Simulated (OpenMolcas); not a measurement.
Ti2+: ligand-field states by method

Ti2+ with 6 ligands (fluoride) in octahedral coordination (Oh) at 2.17 Å. A charge of +0.667 e stands 3.2 Å behind each ligand. Ligand basis ANO-RCC-VDZP.

```yaml
Program: OpenMolcas 26.06
Basis: ANO-RCC-VTZP [6s5p3d2f1g]
Scalar_Hamiltonian: DKH2, point nucleus
Active_space: 2 electrons in 5 orbitals (3d)
State_averaging: 2S+1 = 3 even, 10 roots; 2S+1 = 1 even, 15 roots
Spin-orbit_coupling: RASSI with atomic mean-field integrals over the reference wave functions
```

I. CASSCF
II. SS-CASPT2, IPEA 0.25 Eh, imaginary shift 0.1 Eh (closed shells correlated: 3s 3p and the ligand valence shells)

Spin-free states (labels of O, the rotations of Oh) in cm-1, each column counted from its own energy of the first state listed:

```json
{"State": "3T1", "Degeneracy": "3", "I": "0", "II": "0"}
{"State": "3T2", "Degeneracy": "3", "I": "8632", "II": "9240"}
{"State": "1T2", "Degeneracy": "3", "I": "11989", "II": "8870"}
{"State": "1E", "Degeneracy": "2", "I": "12268", "II": "9570"}
{"State": "3A2", "Degeneracy": "1", "I": "18676", "II": "19660"}
{"State": "3T1", "Degeneracy": "3", "I": "20570", "II": "18410"}
{"State": "1T2", "Degeneracy": "3", "I": "23009", "II": "20250"}
{"State": "1A1", "Degeneracy": "1", "I": "23203", "II": "18290"}
{"State": "1T1", "Degeneracy": "3", "I": "25405", "II": "22830"}
{"State": "1E", "Degeneracy": "2", "I": "32959", "II": "30650"}
{"State": "1A1", "Degeneracy": "1", "I": "52261", "II": "43840"}
```

From I to II, I's first state of the same spin (3T2) moves from 8632 to 9240 cm-1, by about +610 cm-1.

From I to II, I's first state of another spin (1T2) moves from 11989 to 8870 cm-1, by about -3100 cm-1.

I: A least-squares ligand-field fit to the states below 45000 cm-1, each weighted by its degeneracy and with a free common offset, gives 10Dq = 10137 cm-1, B = 864 cm-1 and C = 3190 cm-1 (C/B = 3.69), with an rms deviation of 155 cm-1. The same method and metal basis give the free ion B = 891 cm-1 (fit to its terms below 60000 cm-1, rms deviation 68 cm-1), so the nephelauxetic ratio is β = 864 / 891 = 0.97; it hangs on how both fits weigh the states, and computed free-ion B values tend to be too large, so β mixes covalency with correlation.

II: A least-squares ligand-field fit to the states below 45000 cm-1, each weighted by its degeneracy and with a free common offset, gives 10Dq = 10637 cm-1, B = 686 cm-1 and C = 2336 cm-1 (C/B = 3.40), with an rms deviation of 291 cm-1. The same method and metal basis give the free ion B = 791 cm-1 (fit to its terms below 60000 cm-1, rms deviation 557 cm-1), so the nephelauxetic ratio is β = 686 / 791 = 0.87; it hangs on how both fits weigh the states, and computed free-ion B values tend to be too large, so β mixes covalency with correlation.

From I to II, 10Dq changes by +5 %, B by -21 % and C by -27 %.

χT at 300 K: I 1.10, II 1.10 cm3 K/mol.

Roots that are degenerate in the reference are averaged as groups; the widest CASPT2 spread within a group is 110 cm-1 (the 3-fold group of multiplicity 3 near 0 cm-1 above the lowest state of its run, II). Shifts and gaps below about the spread of the groups concerned are not significant. Over all roots computed the reference weight is 0.70 to 0.72 in II; a low but even weight reflects the number of correlated electrons. An orbital triplet at a regular site is open to Jahn-Teller coupling, which can distort the site and quench the lowest spin-orbit gaps and is left out. Ligand-to-metal charge-transfer states are missing. With no ligand orbital active B as a rule stays too high, so bands that hang on it stand too high and its fall with covalency is understated. Without dynamic correlation the repulsion within the d shell is too large (B by tens of per cent), so at a given field states of lower spin stand too high (holds for I). With metal d orbitals alone and no dynamic correlation the field as a rule comes out too small, by tens of per cent, by up to half for chloride and softer ligands (holds for I). With one d shell and no ligand orbital active, 10Dq can be off by tens of per cent for divalent 3d ions, low with halides held by bare charges and at times high in hosts (holds for II). Free-ion shares, where given, are those of the reference states; single-state CASPT2 does not remix them (holds for II). No measured value stands beside these numbers; the geometry was imposed, not optimised, and the real ion may take another.
